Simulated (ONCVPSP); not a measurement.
**Before and after: ONCV potential for Tc (Z = 43)**

```
Element                 : technetium (Tc)
Generator               : ONCVPSP 4.0.1
Type                    : optimised norm-conserving Vanderbilt (ONCV)
Functional              : LDA (Perdew-Wang 92)
Relativity              : scalar-relativistic
Frozen core             : [Ar] 3d10
Valence charge          : 15
Reference configuration : 4s2 4p6 4d5 5s1 5p1
Partial waves           : 4s+5s: rc 1.90 bohr, ncon 4, nbas 9, qcut 6.2 1/bohr, 2 projectors; 4p+5p: rc 2.30 bohr, ncon 4, nbas 8, qcut 6.7 1/bohr, 2 projectors; 4d: rc 1.90 bohr, ncon 5, nbas 10, qcut 7.9 1/bohr, local
Local potential         : the d channel
Core correction         : Teter function fitted to the true core (icmod 2), fcfact 0.4
```

All-electron outer shells of the reference configuration (LDA (PZ), scalar-relativistic, ld1.x):

| shell | level (eV) | outermost node (bohr) | outermost maximum (bohr) |
| --- | --- | --- | --- |
| 3p | -417.04 | 0.16 | 0.36 |
| 3d | -251.63 | – | 0.31 |
| 4s | -74.84 | 0.50 | 0.95 |
| 4p | -46.85 | 0.51 | 1.03 |
| 4d | -8.17 | 0.50 | 1.27 |
| 5s | -6.19 | 1.28 | 2.69 |
| 5p | -2.25 | 1.45 | 3.54 |

Change: core correction none.

Cutoffs: the cutoffs (Ha) at which the residual kinetic energy of the hardest occupied pseudo-wave falls to 1 and 0.1 mHa per electron; they do not see the model core or the augmentation charge, which bear on the density cutoff. Errors are all-electron minus pseudo energies relative to the spin-unpolarised reference configuration.

Task: How do hardness, ghosts and transferability respond?

Result: The potential gets neither clearly harder nor softer (21 Ha and 25 Ha → 21 Ha and 25 Ha); of the 4 tests that both files solve, the error grows in 0 and shrinks in 3 by more than 15 % and 0.3 meV (median size 3.4 → 2.3 meV); neither file shows a bound ghost.

```tsv
quantity	base	changed
cutoff, loose	21 Ha	21 Ha
cutoff, tight	25 Ha	25 Ha
bound ghosts	none	none
GHOST(+) flags under 300 eV	none	none
error for 4s2 4p6 4d5 5s2 5p0, meV [ΔE -3.84 eV]	-0.4	0.0
error for 4s2 4p6 4d5 5s1 5p0, meV [ΔE 4.59 eV]	-0.9	-0.9
error for 4s2 4p6 4d5 5s0 5p0, meV [ΔE 19.78 eV]	-6.1	-5.0
error for 4s2 4p6 4d6 5s0 5p0, meV [ΔE 2.70 eV]	-5.9	-3.8
s: phases at 1.93 bohr within 0.05 rad from the reference energy up to (Ha; the scan ends near 5)	to the end of the scan	to the end of the scan
p: phases at 2.33 bohr within 0.05 rad from the reference energy up to (Ha; the scan ends near 5)	4.6	4.6
d: phases at 1.93 bohr within 0.05 rad from the reference energy up to (Ha; the scan ends near 5)	2.2	2.2
```
